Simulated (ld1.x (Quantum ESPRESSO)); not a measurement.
**palladium, PAW: configuration errors across variants**

- Element: palladium (Pd)
- Generator: ld1.x (Quantum ESPRESSO) 7.5
- Type: PAW
- Functional: PBE
- Relativity: fully relativistic
- Frozen core: [Kr]
- Valence charge: 10
- Reference configuration: 4d10 5s0 5p0
- Partial waves: 5s (bound, empty): rcut 2.30, rcutus 2.60 bohr; 5s channel at 0.3 Ry: rcut 2.30, rcutus 2.60 bohr; 5p (bound, empty): rcut 3.20, rcutus 3.70 bohr; 5p channel at 0.85 Ry: rcut 3.20, rcutus 3.70 bohr; 4d (bound): rcut 1.50, rcutus 1.95 bohr; 4d channel at 0.15 Ry: rcut 1.50, rcutus 1.95 bohr
- Local potential: all-electron potential smoothed inside 2.10 bohr (lloc = -2)
- Core correction: Bessel-smoothed model core, default radius (core density twice the valence density)
- Augmentation charge: BESSEL, radius 1.55 bohr

Open shells are filled in proportion to 2j + 1 (rel_dist='average').

All-electron excitation energies from the reference (eV): (1) 4d9 5s0 5p0 9.119; (2) 4d8 5s0 5p0 29.938; (3) 4d7 5s0 5p0 64.296; (4) 4d9 5s1 5p0 1.503; (5) 4d9 5s0 5p1 5.238; (6) 4d6 5s0 5p0 113.635; (7) 4d8 5s1 5p0 13.644.

Tests that are not counted but printed errors over 1 eV. “waves 4d (bound): rcut 1.50, rcutus 2.56 bohr; 4d channel at 0.15 Ry: rcut 1.50, rcutus 2.56 bohr”: 4d6 5s0 5p0 (solver errors, printed error -356 eV). “waves 4d (bound): rcut 1.50, rcutus 2.94 bohr; 4d channel at 0.15 Ry: rcut 1.50, rcutus 2.94 bohr”: 4d8 5s0 5p0 (solver errors, printed error -544 eV); 4d7 5s0 5p0 (solver errors, printed error -457 eV); 1 more.

1 further variants failed, have other tests or too few solved ones, and are left out.

Errors AE − PS in meV (a dash: test not solved or not reliable):

| change | (1) | (2) | (3) | (4) | (5) | (6) | (7) | bound ghosts |
| --- | --- | --- | --- | --- | --- | --- | --- | --- |
| base | -19 | -156 | -578 | -23 | -11 | -1492 | -126 | not determined |
| waves 4d (bound): rcut 1.44, rcutus 1.52 bohr; 4d channel at 0.15 Ry: rcut 1.44, rcutus 1.52 bohr | -19 | -156 | -574 | -23 | -12 | -1481 | -126 | not determined |
| waves 4d (bound): rcut 1.50, rcutus 2.10 bohr; 4d channel at 0.15 Ry: rcut 1.50, rcutus 2.10 bohr | -20 | -159 | -590 | -24 | -14 | -1529 | -128 | not determined |
| waves 4d (bound): rcut 1.50, rcutus 2.38 bohr; 4d channel at 0.15 Ry: rcut 1.50, rcutus 2.38 bohr | -21 | -170 | -635 | -25 | -18 | -1643 | -131 | not determined |
| waves 4d (bound): rcut 1.50, rcutus 2.56 bohr; 4d channel at 0.15 Ry: rcut 1.50, rcutus 2.56 bohr | -21 | -166 | -601 | -25 | -18 | – | -116 | not determined |
| waves 4d (bound): rcut 1.50, rcutus 2.94 bohr; 4d channel at 0.15 Ry: rcut 1.50, rcutus 2.94 bohr | -5.6 | – | – | -10 | +0.6 | – | – | not determined |

**Question.** Give the same row for: waves 4d (bound): rcut 1.50, rcutus 1.76 bohr; 4d channel at 0.15 Ry: rcut 1.50, rcutus 1.76 bohr.

**Answer.** -19, -156, -575, -23, -9.6, -1484, -124; bound ghosts: not determined.
